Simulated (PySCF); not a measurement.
## Electronic structure of Co (cobalt, neutral) at the UHF level

Configuration: [Ar] 3d7 4s2, high-spin 4F determinant. Calculation: PySCF 2.14, in x2c-QZVPPall with one added diffuse shell each of s, p, d, f, g type (12s8p6d5f3g, 128 functions); the spin-free X2C one-electron Hamiltonian (Gaussian nucleus).

* Total energy: -1391.913922 hartree
* One-electron energy: -1927.3413 hartree
* Hartree (Coulomb) energy: 594.0723 hartree
* Exchange energy: -58.6450 hartree
* ⟨S²⟩: 3.7604
* ⟨L²⟩: 12.030
* Sum of ⟨r⟩: 21.82 bohr
* Sum of ⟨r²⟩: 38.94 bohr²
* Langevin diamagnetic susceptibility: -30.8 ×10⁻⁶ cm³/mol

| shell | electrons | mean orbital energy (eV) | spread (eV) | rms radius, mean of both spins (bohr) |
| --- | --- | --- | --- | --- |
| 1s α | 1 | -7776.6 | 0 | 0.0648 |
| 1s β | 1 | -7776.6 | 0 | 0.0648 |
| 2s α | 1 | -966.41 | 0 | 0.276 |
| 2s β | 1 | -963.70 | 0 | 0.276 |
| 2p α | 3 | -824.03 | 0 | 0.249 |
| 2p β | 3 | -821.35 | 0 | 0.249 |
| 3s α | 1 | -129.54 | 0 | 0.831 |
| 3s β | 1 | -121.90 | 0 | 0.831 |
| 3p α | 3 | -86.932 | 0 | 0.890 |
| 3p β | 3 | -77.750 | 0 | 0.890 |
| 3d α | 5 | -19.126 | 1.454 | 1.17 |
| 3d β | 2 | -15.442 | 0 | 1.17 |
| 4s α | 1 | -7.774 | 0 | 3.37 |
| 4s β | 1 | -7.039 | 0 | 3.37 |

Densities and radii are taken from the X2C orbitals without a picture-change correction, which distorts them close to the nucleus.

Spin-orbit constants ζ (cm⁻¹) from the X2C one-electron operator on these orbitals: bare nucleus, nucleus screened by l(l+1)(2l+1)/3 electrons, and screened by the Breit-Pauli mean field of the electrons.

```json
{"shell": "2p", "bare": "83730", "screened nucleus": "77530", "mean field": "n/a"}
{"shell": "3p", "bare": "10250", "screened nucleus": "9494", "mean field": "n/a"}
{"shell": "3d", "bare": "948.4", "screened nucleus": "597.2", "mean field": "n/a"}
```

To first order the Landé constant is A = -199.1 cm⁻¹, so the lowest level has J = 9/2 and lies 0.111 eV below the centre of the term. This holds in LS coupling only.
